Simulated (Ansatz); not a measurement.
Consider the ligand exchange at the Si–C bond: `O[SiH](Cl)CF` + HBr → `O[SiH](Cl)Br` + `CF`.

Gas-phase electronic energies from Ansatz, PBE0-D4/def2-TZVP geometries. CCSD(T)/CBS is the MP2 limit (def2-TZVPP, def2-QZVPP) plus CCSD(T) − MP2 in def2-TZVPP, frozen cores. This one scheme is used for every species. For Br outer-core shells are correlated without core-valence functions, which leaves a few kJ/mol of doubt a bond. Scalar relativity is left out up to krypton. Each species was taken in one conformer, which may not be the lowest.

```tsv
level	ΔE (kcal/mol)
CCSD(T)/def2-TZVPP	-26.5
HF/def2-QZVPP	-29.2
```

What does CCSD(T)/CBS give? (Estimate.)

Ansatz gave: -27.8 kcal/mol. The listed levels differ from it by 1.3, -1.4 kcal/mol.

Largest T1 diagnostic among the species: 0.011.

From PBE to PBE0 (25 % exact exchange), in def2-TZVPP and without D4, ΔE moves by −1.0 kcal/mol.
